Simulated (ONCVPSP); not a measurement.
**Before and after: ONCV potential for B (Z = 5)**

B (Z = 5), optimised norm-conserving Vanderbilt (ONCV), made with ONCVPSP 4.0.1 (PBEsol, non-relativistic). Core [He], reference 2s2 2p1. Waves: 2s: rc 1.40 bohr, ncon 3, nbas 7, qcut 5.2 1/bohr, 2 projectors, debl 0.8 Ha; 2p: rc 2.90 bohr, ncon 3, nbas 7, qcut 4.6 1/bohr, 2 projectors, debl 1.4 Ha; d scattering state at 0.39 Ha: rc 2.25 bohr, ncon 4, nbas 8, qcut 4.1 1/bohr, 2 projectors, debl 0.6 Ha. Local part: polynomial inside 0.95 bohr (lpopt 5, dvloc0 1 Ha). Core correction: Teter function, fcfact 5.75, rcfact 1.5.

Change: core correction Teter function, fcfact 5.75, rcfact 0.98.

Cutoffs: the cutoffs (Ha) at which the residual kinetic energy of the hardest occupied pseudo-wave falls to 1 and 0.1 mHa per electron; they do not see the model core or the augmentation charge, which bear on the density cutoff. Errors are all-electron minus pseudo energies relative to the spin-unpolarised reference configuration.

**Question.** What does the change do?

**Answer.** The potential gets neither clearly harder nor softer (10 Ha and 15 Ha → 10 Ha and 15 Ha); the errors of the 4 common tests hardly move; neither file shows a bound ghost. A model core, the more so a compact one, raises the density cutoff, which this test does not measure.

| quantity | base | changed |
| --- | --- | --- |
| cutoff, loose | 10 Ha | 10 Ha |
| cutoff, tight | 15 Ha | 15 Ha |
| bound ghosts | none | none |
| GHOST(+) flags under 300 eV | none | none |
| error for 2s2 2p0, meV [ΔE 8.14 eV] | +79 | +80 |
| error for 2s1 2p0, meV [ΔE 33.40 eV] | +246 | +269 |
| error for 2s2 2p0.5, meV [ΔE 2.86 eV] | +12 | +12 |
| error for 2s0 2p3, meV [ΔE 11.64 eV] | -69 | -67 |
| s: phases at 1.42 bohr within 0.05 rad from the reference energy up to (Ha; the scan ends near 5) | 4.9 | 4.9 |
| p: phases at 2.94 bohr within 0.05 rad from the reference energy up to (Ha; the scan ends near 5) | 2.7 | 2.7 |
| d: phases at 2.29 bohr within 0.05 rad from the reference energy up to (Ha; the scan ends near 5) | 3.3 | 3.3 |
| rms error of d²Exc/dni dnj with the model core, mHa | 0.93 | 1.65 |
